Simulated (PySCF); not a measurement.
Input for PySCF: D3(BJ) and D4 dispersion corrections on FH3 (a complex), monomers drawn apart or pushed together.

```python
from pyscf import gto
from pyscf.dispersion import dftd3, dftd4

mol = gto.M(
    atom='''
    F     0.06905009    0.09156726   -0.12665757
    H     0.10900559    0.08216204    0.79901166
    H     0.60254570    0.07167739    3.50573132
    H    -0.14204778    0.03328245    3.53860886
    ''',
    basis='def2-svp',
    charge=0, spin=0, verbose=0, max_memory=1800)
d3, d4 = {}, {}
for xc in ['hf', 'pbe', 'blyp', 'revpbe', 'tpss', 'r2scan', 'b3lyp', 'pbe0', 'bhlyp', 'camb3lyp', 'b2plyp']:
    d3[xc] = float(dftd3.DFTD3Dispersion(mol, xc=xc, version='d3bj', atm=False).get_dispersion()['energy'])
    print(f'D3(BJ) {xc:10s} {d3[xc]:14.8f} Eh')
for xc in ['hf', 'pbe', 'blyp', 'revpbe', 'tpss', 'r2scan', 'b3lyp', 'pbe0', 'bhlyp', 'camb3lyp', 'b2plyp']:
    d4[xc] = float(dftd4.DFTD4Dispersion(mol, xc={'camb3lyp': 'cam-b3lyp'}.get(xc, xc), atm=True).get_dispersion()['energy'])
    print(f'D4     {xc:10s} {d4[xc]:14.8f} Eh')
```

It printed:

```
D3(BJ) hf            -0.00309024 Eh
D3(BJ) pbe           -0.00040004 Eh
D3(BJ) blyp          -0.00074343 Eh
D3(BJ) revpbe        -0.00102149 Eh
D3(BJ) tpss          -0.00047487 Eh
D3(BJ) r2scan        -0.00012136 Eh
D3(BJ) b3lyp         -0.00060307 Eh
D3(BJ) pbe0          -0.00032839 Eh
D3(BJ) bhlyp         -0.00043516 Eh
D3(BJ) camb3lyp      -0.00026792 Eh
D3(BJ) b2plyp        -0.00025968 Eh
D4     hf            -0.00097337 Eh
D4     pbe           -0.00026762 Eh
D4     blyp          -0.00056179 Eh
D4     revpbe        -0.00097400 Eh
D4     tpss          -0.00035369 Eh
D4     r2scan        -0.00008597 Eh
D4     b3lyp         -0.00039871 Eh
D4     pbe0          -0.00022830 Eh
D4     bhlyp         -0.00025400 Eh
D4     camb3lyp      -0.00022403 Eh
D4     b2plyp        -0.00018850 Eh
```

The run finished.

Cost: about 0.010 core-seconds (a rough figure).
